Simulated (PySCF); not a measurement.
# CoCl₄, sextet: computed properties

Level of theory: UPBE in PySCF with Co def2-SVP, Cl def2-SVP; no relativity; density-fitted integrals.

The structure is a saddle point with 1 imaginary mode.

Z-matrix (Å, degrees; charge 0 multiplicity 6):
```
Co
Cl 1 2.1519
Cl 1 2.1519 2 110.04
Cl 1 2.3671 2 159.09 3 180.00
Cl 1 2.3671 2 90.87 3 180.00
```

| Property | Result |
| --- | --- |
| Point group | C2v |
| Bond lengths | Co–Cl 2.152 Å (×2), Co–Cl 2.367 Å (×2) |
| Bond angles | Cl–Co–Cl 68.2°, Cl–Co–Cl 90.9° (×2), Cl–Co–Cl 110.0°, Cl–Co–Cl 159.1° (×2) |
| Principal quadrupole moments (Buckingham, traceless) about the centre of mass | -2.17, -1.60, 3.77 D Å |
| Highest occupied level (α) | -6.65 eV |
| Spin squared ⟨S²⟩ | 8.755 |
| Principal polarisabilities | 32.1, 102.3, 117.0 bohr³ |
| Rotational constants | 0.04949, 0.04656, 0.02399 cm⁻¹ |
| Zero-point energy (real modes) | 10.7 kJ/mol |
| Dipole moment | 0.14 D |
| Lowest empty level (β) | -6.36 eV |
| Atomisation energy without zero-point energy | 1179 kJ/mol |

Harmonic modes (masses in u: Co 58.933, Cl 34.969):
| symmetry | ω (cm⁻¹) | IR (km/mol) | type |
| --- | --- | --- | --- |
| a2 | 55i | – | bend |
| b1 | 110 | 7.6 | bend |
| a1 | 119 | 0.3 | bend |
| b2 | 123 | 0.4 | bend |
| b2 | 158 | 0.8 | stretch |
| a1 | 184 | 0.1 | bend |
| a1 | 309 | 3.1 | stretch |
| a1 | 377 | 28.3 | stretch |
| b2 | 405 | 38.9 | stretch |

In C2v the vibrations span a2 + b1 + 4a1 + 3b2. Here b1 is antisymmetric to the molecular plane and b2 lies in it. The a2 mode carries no infrared intensity, as symmetry demands.

Charges (e):
| atom | Mulliken | Löwdin | polar tensor | spin (Mulliken) | Mayer order to Co1 |
| --- | --- | --- | --- | --- | --- |
| Co1 | 0.46 | 0.07 | 0.88 | 2.72 | – |
| Cl2,3 | -0.14 | -0.02 | -0.30 | 0.47 | 1.22 |
| Cl4,5 | -0.09 | -0.01 | -0.14 | 0.67 | 0.66 |
Other Mayer orders above 0.3: Cl–Cl 0.46.

Mulliken populations on Co1: s 6.61, p 12.69, d 7.23, f 0.00.

Only a few start shapes were tried, so a lower isomer may exist. With open d or f shells other occupations or spin states may lie lower. At this level a sextet minimum of Td symmetry lies 120 kJ/mol below this structure.

The final relaxation and frequency run took roughly 4 core-minutes on a shared host.
